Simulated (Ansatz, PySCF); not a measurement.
C₂H₆ClFSi. Atoms are numbered in the order given.

```xyz
11

Si     0.5165    -0.3815    -0.4196
F      1.2526    -1.0198     0.8781
Cl     0.5796     1.6680    -0.2029
C     -1.2491    -0.9542    -0.4660
C     -2.0683    -0.5633     0.7617
H      1.3131    -0.7527    -1.6148
H     -1.6991    -0.5491    -1.3897
H     -1.2271    -2.0511    -0.5965
H     -2.0980     0.5296     0.8873
H     -3.1058    -0.9208     0.6821
H     -1.6370    -0.9892     1.6803
```

The structure is a stationary point at PBE0-D3(BJ)/def2-SVP. This is a generated structure with no PubChem entry under its InChIKey; it may be hypothetical. Other conformers were not sampled.

Vertical ionisation energy (IE) and electron affinity (EA) in eV. Rows of orbital energies are one-electron estimates. Where ΔSCF, EOM or ADC give a negative EA the extra electron is unbound and the value depends on the basis.

```
level                                                                   IE     EA
-------------------------------------------------------------------  -----  -----
−ε(HOMO), −ε(LUMO), ωB97X/def2-TZVP (PySCF)                          11.13  -2.65
−ε(HOMO), −ε(LUMO), PBE/def2-TZVP (PySCF)                             7.37   0.34
ΔSCF, PBE0/def2-SVPD (Ansatz), final states of multiplicity 2 and 2  10.81  -1.50
ΔSCF, PBE/def2-SVPD (Ansatz), final states of multiplicity 2 and 2   10.34  -1.28
```

Problem. What vertical singlet–triplet gap does ΔSCF give with PBE0/def2-SVPD (Ansatz, an electronic-structure program) and with PBE/def2-SVPD (Ansatz)? (Estimate from the structure and the level; the computed values follow.)

Solution. 7.46 and 6.91 eV (triplet above singlet where positive).
